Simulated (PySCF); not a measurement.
An unknown is described by computed data only.

Formula: C6H14Si2.

| Quantity | Value |
| --- | --- |
| NMR, other nuclei | isotropic shieldings of nuclei other than C and H, by class: 416 (2 Si) ppm [GIAO PBE0/pcSseg-1] |
| Rotational structure | rotational constants A, B, C: 1.779, 0.678, 0.612 GHz [GFN2-xTB] |
| 13C NMR | chemical shifts (computed TMS as zero) by class: 84.9 (1 C), 84.5 (1 C), 33.1 (1 C), 23.0 (1 C), 4.7 (1 C), 0.1 (1 C) ppm [GIAO PBE0/pcSseg-1] |
| Dipole | 1.05 D [PBE0/pcSseg-1] |
| 1H NMR | chemical shifts (computed TMS as zero) by class: 3.90 (6 H), 2.45 (2 H), 2.00 (3 H), 1.61 (2 H), 1.07 (1 H) ppm [GIAO PBE0/pcSseg-1] |

Electronic properties: PySCF, gas phase, density fitting. Levels stand in brackets. Isolated species at its GFN2-xTB geometry (one conformer only). GFN2-xTB frequencies show an imaginary mode (27i cm⁻¹), so this geometry is no minimum at that level. NMR classes are plain means over equivalent atoms (diastereotopic ones count apart unless rotation or inversion swaps them), as if these changed places fast.

**Question.** Propose a structure and show how it fits.

**Answer.** Numbering: `[CH3:1][C:2]#[C:3][CH2:4][CH2:5][CH:6]([SiH3:7])[SiH3:8]`. Its formula, C6H14Si2, gives 2 degrees of unsaturation: 0 rings and 2 π bonds in the structure found. 6 carbons fall into 6 classes; from least to most shielded: alkyne carbon [C3] (84.9 ppm), alkyne carbon [C2] (84.5 ppm), chain CH2 carbon [C5] (33.1 ppm), propargylic carbon [C4] (23.0 ppm), propargylic carbon [C1] (4.7 ppm), sp3 carbon bound to silicon [C6] (0.1 ppm). Hydrogen classes from least to most shielded: 6 H on 2 SiH3 silicons, Si7/Si8 (3.90 ppm, a mean of values up to 0.6 ppm apart in this geometry), 2 H on a propargylic carbon, C4 (2.45 ppm), 3 H on a propargylic carbon, C1 (2.00 ppm), 2 H on a chain CH2 carbon, C5 (1.61 ppm), 1 H on an sp3 carbon bound to silicon, C6 (1.07 ppm). The other shieldings belong to: 416 ppm, SiH3 silicon [Si7/Si8]. The optimised geometry has point group C1 and is an asymmetric top. Structure: `CC#CCCC([SiH3])[SiH3]`. Computed isomers that give other values at the same levels: `[SiH3][SiH2]C1=CCCCC1` (13C chemical shifts (computed TMS as zero) by class: 147.8 (1 C), 138.8 (1 C), 33.1 (1 C), 32.0 (1 C), 26.8 (1 C), 25.7 (1 C) ppm); `CC(C)(C)[SiH2]C#C[SiH3]` (13C chemical shifts (computed TMS as zero) by class: 119.2 (1 C), 113.6 (1 C), 29.1 (3 C), 21.9 (1 C) ppm); `C1C[SiH]2CC[SiH]1CC2` (13C chemical shifts (computed TMS as zero) by class: 4.8 (6 C) ppm). The assignments are read from this structure; whether some other isomer fits the data as well wasn't checked.

Shape of the structure used: `[CH3:1][C:2]#[C:3][CH2:4][CH2:5][CH:6]([SiH3:7])[SiH3:8]`: C3–C4–C5–C6 62°, C4–C5–C6–Si7 66°.
